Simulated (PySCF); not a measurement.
Compound: C3H9NOSi2.
Atom-mapped SMILES: `[O:1]=[CH:2][NH:3][C@:4]1([SiH3:5])[CH2:6][SiH2:7]1` (hydrogens: H8 on C2; H9 on N3; H10, H11, H12 on Si5; H13, H14 on C6; H15, H16 on Si7)

Level of theory: PySCF 2.14.0, density-fitted response routines, TDDFT CAM-B3LYP/def2-SVPD, vertical, gas phase, core orbitals frozen in the response. One conformer (not necessarily the lowest) at the GFN2-xTB geometry, without solvent, vibrations or thermal averaging. Torsions of this conformer, `[O:1]=[CH:2][NH:3][C@:4]1([SiH3:5])[CH2:6][SiH2:7]1`: O1–C2–N3–C4 1°, C2–N3–C4–Si5 -10°.

Computed states:

| state | E (eV) | f |
| --- | --- | --- |
| S1 | 5.59 | 0.216 |
| S2 | 5.69 | 0.031 |
| S3 | 5.89 | 0.0099 |
| S4 | 6.04 | 0.029 |
| S5 | 6.47 | 0.047 |
| S6 | 6.56 | 0.024 |
| S7 | 6.73 | 0.013 |
| S8 | 6.93 | 0.013 |

Broadening: Gaussians 0.5 eV wide at half height, area fixed by f = 4.319×10⁻⁹ ∫ε dν̃. The cross-section is σ = 3.8235×10⁻²¹ ε cm², given in Mb (10⁻¹⁸ cm²). The width is an assumption, not a result. The curve ends short of the highest state used, and states not computed would add to its high-energy end.

Question: Give the broadened spectrum and its maxima.

Answer: 
(λ (nm), σ (Mb)): (195.9, 13.69), (197.6, 12.56), (199.3, 11.88), (201.1, 11.84), (202.8, 12.58), (204.5, 14.16), (206.2, 16.66), (208.0, 20.32), (209.7, 24.70), (211.4, 29.81), (213.1, 35.33), (214.9, 41.09), (216.6, 45.89), (218.3, 49.51), (220.1, 51.59), (221.8, 51.65), (223.5, 49.88), (225.2, 46.47), (227.0, 41.52), (228.7, 36.06), (230.4, 30.32), (232.2, 24.40), (233.9, 19.27), (235.6, 14.79), (237.3, 11.04), (239.1, 7.88), (240.8, 5.58), (242.5, 3.86), (244.3, 2.55), (246.0, 1.68), (247.7, 1.09), (249.4, 0.69), (251.2, 0.42), (252.9, 0.25), (254.6, 0.15), (256.3, 0.09)

Maxima: 221 nm (5.61 eV), ε about 14000, made up of S1 (85%) and S2 (12%) (ε in L mol⁻¹ cm⁻¹; maxima over ε = 5, shares over 10%). At its high-energy end, 6.33 eV, the curve is still rising (ε about 3600, from S4, S5 and S6).

Question: What would ε be at 5.61 eV, the highest of these maxima, with half the width (0.25 eV)?

Answer: About 25300 L mol⁻¹ cm⁻¹ against 13600, a factor of about 1.9; a lone state at its own centre would give exactly 2.

Question: Coming from long wavelengths, where does ε first pass 100 L mol⁻¹ cm⁻¹?

Answer: At about 251 nm (4.93 eV), 0.66 eV below S1.

Question: On this curve, what absorbance would a 10⁻⁵ mol/L sample give at 248 nm over a 1 cm path?

Answer: 248 nm is 4.999 eV, where ε is about 260 L mol⁻¹ cm⁻¹, so A = ε c l ≈ 0.0026 (Beer–Lambert, with the gas-phase spectrum and the assumed width).
